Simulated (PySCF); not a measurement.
Ground-state electric properties of a mixed set of molecules.

All values: PBE0/def2-SVPD (PySCF) at GFN2-xTB geometries, gas phase, one conformer each. Core orbitals are frozen in the response; Δα² is half the sum of the squared differences of the principal polarisabilities.

Question: Rank by dipole moment, lowest first.
A. `CO` (methanol)
B. `[CH3:1][O:2][C:3]1=[N:4][CH2:5][CH2:6][CH2:7]1` with C1–O2–C3–N4 0° (5-methoxy-3,4-dihydro-2H-pyrrole)
C. `[CH3:1][CH2:2][P:3]([CH3:4])[CH2:5][CH3:6]` with C1–C2–P3–C4 78°, C2–P3–C5–C6 -177°
D. `Cc1ncnc(F)c1Cl`
E. `[CH3:1]/[CH:2]=[CH:3]/[NH:4][C:5]([CH3:6])=[O:7]` with C2–C3–N4–C5 -179°, C3–N4–C5–C6 180°
F. `[CH3:1]/[N:2]=[CH:3]/[CH:4]1[CH2:5][O:6][CH2:7]1` with N2–C3–C4–C5 -131°

Answer: B (0.89 D), C (1.29 D), F (1.49 D), A (1.67 D), D (2.14 D), E (3.74 D).

Question: Rank by HOMO–LUMO gap, lowest first.
A. `CO` (CH4O)
B. `C(/C1COC1)=N\C` (C5H9NO)
C. `C=CCCNC=O` (C5H9NO)
D. `CCP(C)CC` (C5H13P)
E. `C/C=C/NC(C)=O` (C5H9NO)
F. `C=C(CC)C(N)=O` (C5H9NO)

Answer: E (6.31 eV), F (6.55 eV), B (7.01 eV), D (7.17 eV), C (7.38 eV), A (8.58 eV).

All values together:

```csv
SMILES,formula,μ (D),HOMO (eV),LUMO (eV),α (Å³),Δα (Å³),electrons,α per electron (Å³)
CCP(C)CC,C5H13P,1.29,-6.42,0.76,13.31,3.65,58,0.229
C/C=C/NC(C)=O,C5H9NO,3.74,-6.42,-0.10,11.61,8.21,54,0.215
COC1=NCCC1,C5H9NO,0.89,-7.18,0.72,10.18,3.73,54,0.189
C/N=C/C1COC1,C5H9NO,1.49,-7.32,-0.31,10.69,4.41,54,0.198
C=C(CC)C(N)=O,C5H9NO,3.49,-7.42,-0.87,10.72,3.88,54,0.199
C=C/C=C/C=C(F)F,C6H6F2,1.35,-6.34,-1.47,13.69,16.47,60,0.228
Cc1ncnc(F)c1Cl,C5H4ClFN2,2.14,-8.03,-1.54,12.43,7.31,74,0.168
C=CCCNC=O,C5H9NO,3.73,-7.46,-0.08,10.95,5.83,54,0.203
CO,CH4O,1.67,-7.99,0.59,3.06,0.43,18,0.170
```

Conformers: `[CH3:1][CH2:2][P:3]([CH3:4])[CH2:5][CH3:6]` with C1–C2–P3–C4 78°, C2–P3–C5–C6 -177°; `[CH3:1]/[CH:2]=[CH:3]/[NH:4][C:5]([CH3:6])=[O:7]` with C2–C3–N4–C5 -179°, C3–N4–C5–C6 180°; `[CH3:1][O:2][C:3]1=[N:4][CH2:5][CH2:6][CH2:7]1` with C1–O2–C3–N4 0°; `[CH3:1]/[N:2]=[CH:3]/[CH:4]1[CH2:5][O:6][CH2:7]1` with N2–C3–C4–C5 -131°; `[CH2:1]=[C:2]([CH2:3][CH3:4])[C:5]([NH2:6])=[O:7]` with C1–C2–C3–C4 96°, C1–C2–C5–N6 40°, C2–C5–N6–H 3° and 180°; `[CH2:1]=[CH:2]/[CH:3]=[CH:4]/[CH:5]=[C:6]([F:7])[F:8]` with C1–C2–C3–C4 180°, C3–C4–C5–C6 180°; `[CH2:1]=[CH:2][CH2:3][CH2:4][NH:5][CH:6]=[O:7]` with C1–C2–C3–C4 -110°, C2–C3–C4–N5 -65°, C3–C4–N5–C6 -105°, C4–N5–C6–O7 -3°.

Q: How closely does the mean polarisability follow the number of electrons in this set?

A: The correlation coefficient is 0.92; α per electron runs from 0.168 to 0.229 Å³.
